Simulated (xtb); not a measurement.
C₄H₉Cl₂Sn (SMILES CCC[CH2][Sn]([Cl])[Cl]), doublet, at a GFN2-xTB geometry (such geometries of metal compounds can be far from the true shape) (the spin is typed, not shown lowest); GFN0-xTB in xtb 6.7.1.

Here is a job for xtb.
```
$ xtb mol.xyz --gfn 0 --uhf 1 --ohess --json

# file mol.xyz
16

Sn     0.81022789     0.72105670     0.28106262
C      0.15719912    -1.48779757    -0.76240123
C     -0.58408643    -1.26538112    -2.03383495
C     -1.10781266    -2.59526695    -2.62359963
C     -2.21520923    -3.21874497    -1.78679294
H      1.09432883    -2.02572516    -0.86378185
H     -0.44152109    -1.84172039     0.06901036
H     -1.43877210    -0.60732449    -1.86604510
H      0.06972827    -0.80625581    -2.77927225
H     -1.48975664    -2.38203456    -3.62402429
H     -0.27672459    -3.29665598    -2.72238262
H     -3.02007898    -2.50508840    -1.62748533
H     -1.84433898    -3.54193412    -0.81791744
H     -2.62327716    -4.08686303    -2.29969426
Cl     0.76106071     0.18939230     2.61740253
Cl    -1.23409172     1.95436718     0.07190539
```

**Question.** What does xtb print? Leave out banner, timings and long lists.

**Answer.** 
```
   ID    Z sym.   atoms
    1   50 Sn     1
    2    6 C      2-5
    3    1 H      6-14
    4   17 Cl     15, 16

           -------------------------------------------------
          |                Calculation Setup                |
           -------------------------------------------------

           -------------------------------------------------
          |                 G F N 0 - x T B                 |
           -------------------------------------------------

          ...................................................
          :                      SETUP                      :
          :.................................................:
          :  # basis functions                  64          :
          :  # atomic orbitals                  61          :
          :  # shells                           35          :
          :  # electrons                        43          :
          :  electronic temp.          300.0000000     K    :
          :  accuracy                    1.0000000          :
          :  -> integral cutoff          0.2500000E+02      :
          :  -> integral neglect         0.1000000E-07      :
          ...................................................

         :::::::::::::::::::::::::::::::::::::::::::::::::::::
         ::                     SUMMARY                     ::
         :::::::::::::::::::::::::::::::::::::::::::::::::::::
         :: total energy             -24.419541682856 Eh    ::
         :: gradient norm              0.033048738232 Eh/a0 ::
         :: HOMO-LUMO gap              4.959347171546 eV    ::
         ::.................................................::
         :: H0 energy                -24.561778663932 Eh    ::
         :: repulsion energy           0.217679887145 Eh    ::
         :: electrostat energy        -0.069784819571 Eh    ::
         :: -> Gsolv                   0.000000000000 Eh    ::
         ::    -> Gsasa                0.000000000000 Eh    ::
         ::    -> Gshift               0.000000000000 Eh    ::
         :: dispersion energy         -0.005658086499 Eh    ::
         :: short-range corr.          0.000000000000 Eh    ::
         :: add. restraining           0.000000000000 Eh    ::
         :: total charge               0.000000000000 e     ::
         :::::::::::::::::::::::::::::::::::::::::::::::::::::

      -----------------------------------------------------------
     |                   =====================                   |
     |                        A N C O P T                        |
     |                   =====================                   |
     |               Approximate Normal Coordinate               |
     |                Rational Function Optimizer                |
      -----------------------------------------------------------
      -----------------------------------------------------------
     |                   =====================                   |
     |                        A N C O P T                        |
     |                   =====================                   |
     |               Approximate Normal Coordinate               |
     |                Rational Function Optimizer                |
      -----------------------------------------------------------

          ...................................................
          :                      SETUP                      :
          :.................................................:
          :   optimization level            normal          :
          :   max. optcycles                   200          :
          :   ANC micro-cycles                  20          :
          :   degrees of freedom                42          :
          :.................................................:
          :   RF solver                   davidson          :
          :   write xtbopt.log                true          :
          :   linear?                        false          :
          :   energy convergence         0.5000000E-05 Eh   :
          :   grad. convergence          0.1000000E-02 Eh/α :
          :   maxmium RF displ.          1.0000000          :
          :   Hlow (freq-cutoff)         0.1000000E-01      :
          :   Hmax (freq-cutoff)         5.0000000          :
          :   S6 in model hess.         20.0000000          :
          ...................................................

generating ANC from exact Hessian ...
Using Lindh-Hessian (1995)
 Shifting diagonal of input Hessian by    9.6818612582175757E-003
 Lowest  eigenvalues of input Hessian
    0.000000    0.000000    0.000000    0.000000    0.000000    0.000000
    0.010000    0.010103    0.010252    0.010650    0.010806    0.010918
    0.013636    0.016981    0.019688    0.025010    0.027618    0.030268
 Highest eigenvalues
    1.097991    1.165568    1.169820    1.200601    1.259492    1.320648

........................................................................
.............................. CYCLE    1 ..............................
........................................................................
 * total energy  :   -24.4195417 Eh     change        0.0000000E+00 Eh
   gradient norm :     0.0330437 Eh/α   predicted     0.0000000E+00 (   0.00%)
   displ. norm   :     0.4711231 α      lambda       -0.1305167E-01
   maximum displ.:     0.2990129 α      in ANC's #19, #5, #12, ...

........................................................................
.............................. CYCLE    2 ..............................
........................................................................
 * total energy  :   -24.4226130 Eh     change       -0.3071348E-02 Eh
   gradient norm :     0.0227106 Eh/α   predicted    -0.7974287E-02 ( 159.63%)
   displ. norm   :     0.2271349 α      lambda       -0.4007371E-02
   maximum displ.:     0.1325071 α      in ANC's #19, #12, #10, ...

........................................................................
[...]
 * total energy  :   -24.4249206 Eh     change       -0.2307522E-02 Eh
 * total energy  :   -24.4251084 Eh     change       -0.1878735E-03 Eh
 * total energy  :   -24.4255602 Eh     change       -0.4517424E-03 Eh
 * total energy  :   -24.4256399 Eh     change       -0.7973598E-04 Eh
 * total energy  :   -24.4256832 Eh     change       -0.4324973E-04 Eh
 * total energy  :   -24.4257009 Eh     change       -0.1778329E-04 Eh
 * total energy  :   -24.4257127 Eh     change       -0.1176337E-04 Eh
 * total energy  :   -24.4257214 Eh     change       -0.8711526E-05 Eh
 * total energy  :   -24.4257255 Eh     change       -0.4077004E-05 Eh
   *** GEOMETRY OPTIMIZATION CONVERGED AFTER 11 ITERATIONS ***
         :: total energy             -24.425725489488 Eh    ::
[...]
   9: 33.11  10: 39.46  11: 29.71  12: 21.26  13: 23.57  14: 23.25  15: 55.47  16:  6.88
  17: 52.19  18: 11.19  19: 10.64  20:  3.09  21:  2.64  22:  3.16  23:  7.45  24:  4.19
  25:  6.49  26:  2.85  27:  8.83  28:  6.31  29:  5.86  30:  3.06  31:  2.53  32:  3.23
  33:  4.23  34:  2.38  35:  3.05  36:  1.95  37:  1.90  38:  1.55  39:  1.66  40:  1.51
  41:  1.53  42:  1.95  43:  2.01  44:  1.38  45:  1.45  46:  2.00  47:  1.97  48:  1.99
 IR intensities (km·mol⁻¹)
   1:  1.50   2:  0.40   3:  0.26   4:  0.29   5:  0.61   6:  0.30   7:  0.31   8:  1.69
   9:  0.26  10:  1.06  11:  0.70  12:  0.87  13:  0.01  14:  0.02  15:  1.81  16:  0.06
Refinement of some symmetry elements was terminated before convergence was reached.
Some symmetry elements may remain unidentified.
Molecule has no symmetry elements
It seems to be the C1 point group
  17:  1.71  18:  0.53  19:  0.61  20:  3.21  21:  5.57  22:  2.25  23:  1.61  24:  1.12
  25:  2.49  26:  0.22  27:  1.28  28:  0.61  29:  0.11  30:  0.50  31:  0.09  32:  0.39
  33:  1.62  34:  5.29  35:  6.99  36:  0.62  37:  0.77  38:  4.79  39:  3.13  40:  0.21
  41:  0.27  42:  0.31  43:  0.16  44:  0.01  45:  0.09  46:  0.01  47:  0.04  48:  0.01
 Raman intensities (Ä⁴*amu⁻¹)
   1:  0.00   2:  0.00   3:  0.00   4:  0.00   5:  0.00   6:  0.00   7:  0.00   8:  0.00
   9:  0.00  10:  0.00  11:  0.00  12:  0.00  13:  0.00  14:  0.00  15:  0.00  16:  0.00
  17:  0.00  18:  0.00  19:  0.00  20:  0.00  21:  0.00  22:  0.00  23:  0.00  24:  0.00
  25:  0.00  26:  0.00  27:  0.00  28:  0.00  29:  0.00  30:  0.00  31:  0.00  32:  0.00
  33:  0.00  34:  0.00  35:  0.00  36:  0.00  37:  0.00  38:  0.00  39:  0.00  40:  0.00
  41:  0.00  42:  0.00  43:  0.00  44:  0.00  45:  0.00  46:  0.00  47:  0.00  48:  0.00
 output can be read by thermo (or use thermo option).
 writing <g98.out> molden fake output.
 recommended (thermochemical) frequency scaling factor: 1.0
           -------------------------------------------------
          |             Thermodynamic Functions             |
           -------------------------------------------------

c1  symmetry found (for desy threshold:  0.10E+00) used in thermo

          ...................................................
          :                      SETUP                      :
          :.................................................:
          :  # frequencies                          42      :
          :  # imaginary freq.                       0      :
          :  linear?                             false      :
          :  only rotor calc.                    false      :
          :  symmetry                               c1      :
          :  rotational number                       1      :
          :  scaling factor                  1.0000000      :
          :  rotor cutoff                   50.0000000 cm⁻¹ :
          :  imag. cutoff                  -20.0000000 cm⁻¹ :
          :.................................................:

    mode    ω/cm⁻¹     T·S(HO)/kcal·mol⁻¹    T·S(FR)/kcal·mol⁻¹   T·S(vib)
   ------------------------------------------------------------------------
       1     17.33    -2.06279 (  1.42%)    -1.37005 ( 98.58%)    -1.37991
       2     34.20    -1.66062 ( 17.95%)    -1.16890 ( 82.05%)    -1.25718
       3     51.12    -1.42325 ( 52.21%)    -1.04986 ( 47.79%)    -1.24482
       4     99.25    -1.03427 ( 93.95%)    -0.85337 (  6.05%)    -1.02332
       5    101.50    -1.02126 ( 94.44%)    -0.84674 (  5.56%)    -1.01155
       6    111.55    -0.96651 ( 96.12%)    -0.81876 (  3.88%)    -0.96077
       7    137.10    -0.84793 ( 98.26%)    -0.75769 (  1.74%)    -0.84636
       8    179.40    -0.69608 ( 99.40%)    -0.67804 (  0.60%)    -0.69598
       9    231.57    -0.55658 ( 99.78%)    -0.60243 (  0.22%)    -0.55668
      10    244.27    -0.52818 ( 99.82%)    -0.58660 (  0.18%)    -0.52828
      11    266.35    -0.48293 ( 99.88%)    -0.56097 (  0.12%)    -0.48303
   ------------------------------------------------------------------------

   temp. (K)  partition function   enthalpy   heat capacity  entropy
                                   cal/mol     cal/K/mol   cal/K/mol   J/K/mol
 298.15  VIB  0.106E+06             5542.910     27.794     37.259
         ROT  0.144E+07              888.752      2.981     31.161
         INT  0.153E+12             6431.663     30.775     68.420
         TR   0.375E+28             1481.254      4.968     42.391
         TOT                        7912.9168    35.7434   110.8108   463.6325

       T/K    H(0)-H(T)+PV         H(T)/Eh          T*S/Eh         G(T)/Eh
   ------------------------------------------------------------------------
    298.15    0.126100E-01    0.132616E+00    0.526498E-01    0.799661E-01
   ------------------------------------------------------------------------

         :::::::::::::::::::::::::::::::::::::::::::::::::::::
         ::                  THERMODYNAMIC                  ::
         :::::::::::::::::::::::::::::::::::::::::::::::::::::
         :: total free energy         -24.345759420290 Eh   ::
         ::.................................................::
         :: total energy              -24.425725489488 Eh   ::
         :: zero point energy           0.120005830283 Eh   ::
         :: G(RRHO) w/o ZPVE           -0.040039761085 Eh   ::
         :: G(RRHO) contrib.            0.079966069199 Eh   ::
         :::::::::::::::::::::::::::::::::::::::::::::::::::::

optimized geometry written to: xtbopt.xyz

           -------------------------------------------------
          | TOTAL ENERGY              -24.425725489488 Eh   |
          | TOTAL ENTHALPY            -24.293109623671 Eh   |
          | TOTAL FREE ENERGY         -24.345759420290 Eh   |
          | GRADIENT NORM               0.000460241004 Eh/α |
          | HOMO-LUMO GAP               5.134535817949 eV   |
           -------------------------------------------------

normal termination of xtb
```
